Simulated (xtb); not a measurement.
H12Si5, charge -1, doublet, from a rough starting geometry (a state made from the parent by changing its charge; the spin is typed, not shown lowest); xtb with GFN2-xTB.

The xtb input:
```
$ xtb mol.xyz --gfn 2 --chrg -1 --uhf 1 --opt vtight --json

# file mol.xyz
17

Si    -0.36515408    -0.81391896    -2.12222416
Si    -0.03239094     0.03166260    -0.01873281
Si    -0.00481836     2.36297430    -0.11804564
Si    -1.65788285    -0.67431595     1.46581311
Si     2.05026267    -0.70957631     0.77110508
H     -1.67327444    -0.49126448    -2.70495146
H     -0.41716690    -2.33962557    -2.18912220
H      0.62856087    -0.46622907    -3.12523980
H      0.22954767     2.97119878     1.16052932
H     -1.29532948     2.88841423    -0.57997011
H      1.00876379     2.85049832    -1.03797700
H     -2.98764454    -0.28109785     1.07775133
H     -1.72350208    -2.19087998     1.56674042
H     -1.47158585    -0.26141722     2.80635900
H      2.14980363    -2.23892873     0.80494268
H      3.17804299    -0.25427254    -0.12747187
H      2.42016281    -0.19219717     2.09571854
```

### Question
Predict the main parts of the log of this xtb run.

### Answer

```
   ID    Z sym.   atoms
    1   14 Si     1-5
    2    1 H      6-17

           -------------------------------------------------
          |                Calculation Setup                |
           -------------------------------------------------

           -------------------------------------------------
          |                 G F N 2 - x T B                 |
           -------------------------------------------------

          ...................................................
          :                      SETUP                      :
          :.................................................:
          :  # basis functions                  62          :
          :  # atomic orbitals                  57          :
          :  # shells                           27          :
          :  # electrons                        33          :
          :  max. iterations                   250          :
          :  Hamiltonian                  GFN2-xTB          :
          :  restarted?                      false          :
          :  GBSA solvation                  false          :
          :  PC potential                    false          :
          :  electronic temp.          300.0000000     K    :
          :  accuracy                    1.0000000          :
          :  -> integral cutoff          0.2500000E+02      :
          :  -> integral neglect         0.1000000E-07      :
          :  -> SCF convergence          0.1000000E-05 Eh   :
          :  -> wf. convergence          0.1000000E-03 e    :
          :  Broyden damping             0.4000000          :
          :  net charge                         -1          :
          :  unpaired electrons                  1          :
          ...................................................

 iter      E             dE          RMSdq      gap      omega  full diag
   1    -14.7802897 -0.147803E+02  0.571E+00    0.11       0.0  T
   2    -14.9455635 -0.165274E+00  0.291E+00    0.06       1.0  T
   3    -14.8759042  0.696593E-01  0.343E+00    0.15       1.0  T
   4    -14.9542428 -0.783386E-01  0.139E+00    0.07       1.0  T
   5    -14.9524264  0.181641E-02  0.121E+00    0.04       1.0  T
   6    -14.9616875 -0.926108E-02  0.845E-01    0.09       1.0  T
   7    -14.9657193 -0.403181E-02  0.521E-01    0.08       1.0  T
   8    -14.9649469  0.772405E-03  0.499E-01    0.08       1.0  T
   9    -14.9659958 -0.104892E-02  0.196E-01    0.08       1.0  T
  10    -14.9660740 -0.781329E-04  0.737E-02    0.08       1.0  T
  11    -14.9660640  0.999459E-05  0.657E-02    0.08       1.0  T
  12    -14.9660771 -0.131807E-04  0.342E-02    0.08       1.0  T
  13    -14.9660815 -0.432076E-05  0.149E-02    0.08       1.6  T
  14    -14.9660817 -0.206017E-06  0.905E-03    0.08       2.7  T
  15    -14.9660819 -0.253011E-06  0.308E-03    0.08       7.9  T
  16    -14.9660819 -0.563810E-08  0.142E-03    0.08      17.0  T
  17    -14.9660819 -0.395167E-08  0.898E-04    0.08      27.0  T
  18    -14.9660819 -0.410875E-09  0.472E-04    0.08      51.4  T

   *** convergence criteria satisfied after 18 iterations ***

         :::::::::::::::::::::::::::::::::::::::::::::::::::::
         ::                     SUMMARY                     ::
         :::::::::::::::::::::::::::::::::::::::::::::::::::::
         :: total energy             -14.832991354736 Eh    ::
         :: gradient norm              0.052726663512 Eh/a0 ::
         :: HOMO-LUMO gap              0.083002217071 eV    ::
         ::.................................................::
         :: SCC energy               -14.965988581169 Eh    ::
         :: -> isotropic ES            0.091153278920 Eh    ::
         :: -> anisotropic ES          0.014612731109 Eh    ::
         :: -> anisotropic XC          0.009691349539 Eh    ::
         :: -> dispersion             -0.019166106116 Eh    ::
         :: repulsion energy           0.132997226433 Eh    ::
         :: add. restraining           0.000000000000 Eh    ::
         :: total charge              -1.000000000000 e     ::
         :::::::::::::::::::::::::::::::::::::::::::::::::::::

      -----------------------------------------------------------
     |                   =====================                   |
     |                        A N C O P T                        |
     |                   =====================                   |
     |               Approximate Normal Coordinate               |
     |                Rational Function Optimizer                |
      -----------------------------------------------------------
      -----------------------------------------------------------
     |                   =====================                   |
     |                        A N C O P T                        |
     |                   =====================                   |
     |               Approximate Normal Coordinate               |
     |                Rational Function Optimizer                |
      -----------------------------------------------------------

          ...................................................
          :                      SETUP                      :
          :.................................................:
          :   optimization level         verytight          :
          :   max. optcycles                   340          :
          :   ANC micro-cycles                  20          :
          :   degrees of freedom                45          :
          :.................................................:
          :   RF solver                   davidson          :
          :   write xtbopt.log                true          :
          :   linear?                        false          :
          :   energy convergence         0.1000000E-06 Eh   :
          :   grad. convergence          0.2000000E-03 Eh/α :
          :   maxmium RF displ.          1.0000000          :
[...]
 * total energy  :   -14.8663097 Eh     change       -0.2062163E-05 Eh
 * total energy  :   -14.8663113 Eh     change       -0.1581288E-05 Eh
 * total energy  :   -14.8663128 Eh     change       -0.1483914E-05 Eh
 * total energy  :   -14.8663140 Eh     change       -0.1240349E-05 Eh
 * total energy  :   -14.8663150 Eh     change       -0.9822868E-06 Eh
 * total energy  :   -14.8663155 Eh     change       -0.4847140E-06 Eh
 * total energy  :   -14.8663157 Eh     change       -0.1858670E-06 Eh
 * total energy  :   -14.8663158 Eh     change       -0.1011561E-06 Eh
 * total energy  :   -14.8663159 Eh     change       -0.1214689E-06 Eh
 * total energy  :   -14.8663160 Eh     change       -0.1412570E-06 Eh
 * total energy  :   -14.8663162 Eh     change       -0.1355993E-06 Eh
 * total energy  :   -14.8663162 Eh     change       -0.5347108E-07 Eh
   *** GEOMETRY OPTIMIZATION CONVERGED AFTER 59 ITERATIONS ***
         :: total energy             -14.866316217688 Eh    ::
[...]
           -------------------------------------------------

    * Orbital Energies and Occupations

         #    Occupation            Energy/Eh            Energy/eV
      -------------------------------------------------------------
         1        2.0000           -0.6139037             -16.7052
       ...           ...                  ...                  ...
         5        2.0000           -0.3952026             -10.7540
         6        2.0000           -0.2866097              -7.7990
         7        2.0000           -0.2858518              -7.7784
         8        2.0000           -0.2845667              -7.7435
         9        2.0000           -0.2837042              -7.7200
        10        2.0000           -0.2698065              -7.3418
        11        2.0000           -0.2693427              -7.3292
        12        2.0000           -0.2681889              -7.2978
        13        2.0000           -0.2675578              -7.2806
        14        2.0000           -0.2063142              -5.6141
        15        2.0000           -0.1984605              -5.4004
        16        2.0000           -0.1881119              -5.1188
        17        1.0000           -0.1049033              -2.8546 (HOMO)
        18                         -0.0406683              -1.1066 (LUMO)
        19                         -0.0401717              -1.0931
        20                         -0.0382178              -1.0400
        21                         -0.0355360              -0.9670
        22                         -0.0283487              -0.7714
        23                         -0.0200812              -0.5464
        24                         -0.0068079              -0.1853
        25                         -0.0066215              -0.1802
        26                          0.0009086               0.0247
        27                          0.0197832               0.5383
        28                          0.0328856               0.8949
       ...                                ...                  ...
        57                          1.2426836              33.8151
      -------------------------------------------------------------
                  HL-Gap            0.0642350 Eh            1.7479 eV
             Fermi-level           -0.1096467 Eh           -2.9836 eV

     #   Z          covCN         q      C6AA      α(0)
     1  14 Si       3.621     0.301   102.892    19.466
     2  14 Si       3.658     0.087   108.364    19.954
     3  14 Si       3.682     0.331   101.547    19.306
     4  14 Si       3.682     0.331   101.548    19.306
     5  14 Si       3.621     0.301   102.892    19.465
     6   1 H        0.907    -0.161     8.268     4.498
     7   1 H        0.911    -0.207    11.376     5.276
     8   1 H        0.911    -0.208    11.474     5.299
     9   1 H        0.915    -0.199    10.740     5.126
    10   1 H        0.915    -0.200    10.810     5.143
    11   1 H        0.915    -0.200    10.822     5.145
    12   1 H        0.915    -0.199    10.744     5.127
    13   1 H        0.915    -0.200    10.821     5.145
    14   1 H        0.915    -0.200    10.805     5.142
    15   1 H        0.911    -0.208    11.471     5.298
    16   1 H        0.911    -0.207    11.381     5.277
    17   1 H        0.907    -0.161     8.267     4.498

 Mol. C6AA /au·bohr⁶  :       7988.625103
 Mol. C8AA /au·bohr⁸  :     317511.547373
 Mol. α(0) /au        :        158.470167

Wiberg/Mayer (AO) data.
largest (>0.10) Wiberg bond orders for each atom

 ---------------------------------------------------------------------------
     #   Z sym  total        # sym  WBO       # sym  WBO       # sym  WBO
 ---------------------------------------------------------------------------
     1  14 Si   3.780 --     2 Si   0.928     6 H    0.877     8 H    0.872
                             7 H    0.872     5 Si   0.123
     2  14 Si   3.881 --     5 Si   0.929     1 Si   0.928     4 Si   0.876
                             3 Si   0.876
     3  14 Si   3.703 --    11 H    0.886    10 H    0.885     9 H    0.885
                             2 Si   0.876
     4  14 Si   3.703 --    13 H    0.886    14 H    0.885    12 H    0.885
                             2 Si   0.876
     5  14 Si   3.780 --     2 Si   0.929    17 H    0.877    15 H    0.872
                            16 H    0.872     1 Si   0.123
     6   1 H    0.964 --     1 Si   0.877
     7   1 H    0.957 --     1 Si   0.872
     8   1 H    0.956 --     1 Si   0.872
     9   1 H    0.960 --     3 Si   0.885
    10   1 H    0.960 --     3 Si   0.885
    11   1 H    0.960 --     3 Si   0.886
    12   1 H    0.960 --     4 Si   0.885
    13   1 H    0.960 --     4 Si   0.886
    14   1 H    0.960 --     4 Si   0.885
    15   1 H    0.956 --     5 Si   0.872
    16   1 H    0.957 --     5 Si   0.872
    17   1 H    0.964 --     5 Si   0.877
 ---------------------------------------------------------------------------

Topologies differ in total number of bonds
Writing topology from bond orders to xtbtopo.mol

molecular dipole:
                 x           y           z       tot (Debye)
 q only:       -0.053       0.025       0.071
   full:       -0.326       0.284       0.290       1.322
molecular quadrupole (traceless):
                xx          xy          yy          xz          yz          zz
 q only:       -0.215      -0.142       2.679      -4.101       0.496      -2.464
  q+dip:       -0.477       0.084       3.266      -4.699       0.118      -2.789
   full:       -0.920       0.316       5.110      -7.191      -0.187      -4.190

optimized geometry written to: xtbopt.xyz

           -------------------------------------------------
          | TOTAL ENERGY              -14.866316217688 Eh   |
          | GRADIENT NORM               0.000996694906 Eh/α |
          | HOMO-LUMO GAP               1.747924018952 eV   |
           -------------------------------------------------

normal termination of xtb
```
